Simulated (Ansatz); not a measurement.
`[OH2+][Au-][N]([SiH3])[SiH3]`. The species carries charge 0 and has multiplicity 1. Au: def2 effective core potential.

Cartesian coordinates in Å:
```
O -0.551 -3.349 -0.960
Au -0.220 -1.326 -0.342
N 0.082 0.532 0.237
Si -0.097 0.831 1.913
Si 0.481 1.635 -1.008
H 0.221 -3.715 -1.405
H -1.292 -3.418 -1.570
H 0.173 2.275 2.173
H 0.842 0.025 2.748
H -1.468 0.519 2.414
H 0.684 2.987 -0.411
H 1.729 1.259 -1.738
H -0.583 1.746 -2.050
```

Problem. What are the harmonic wavenumbers in cm⁻¹ at PBE0-D4/def2-TZVP (Ansatz, finite differences of forces, unscaled)? (Best estimate.)

Solution. Ansatz gave: 52, 70, 83, 100, 118, 139, 161, 197, 360, 412, 498, 648, 655, 669, 701, 710, 889, 933, 937, 946, 966, 973, 1002, 1074, 1623, 2168, 2173, 2182, 2189, 2190, 2202, 3810, 3906.

Problem. Is this a minimum?

Solution. Yes, all 33 modes are real.

Problem. Give the ideal-gas thermochemistry at 298.15 K and 1 bar (rigid rotor, harmonic oscillator; point group Cs, symmetry number 1).

Solution. Zero-point energy 213.7 kJ/mol; H(298) − E = 243.4 kJ/mol; entropy 436.9 J/(mol·K), of which translation 179.6, rotation 123.0, vibration 134.3; G(298) − E = 113.1 kJ/mol. Modes under 100 cm⁻¹ are hindered rotations or soft bends, so the harmonic entropy is rough.
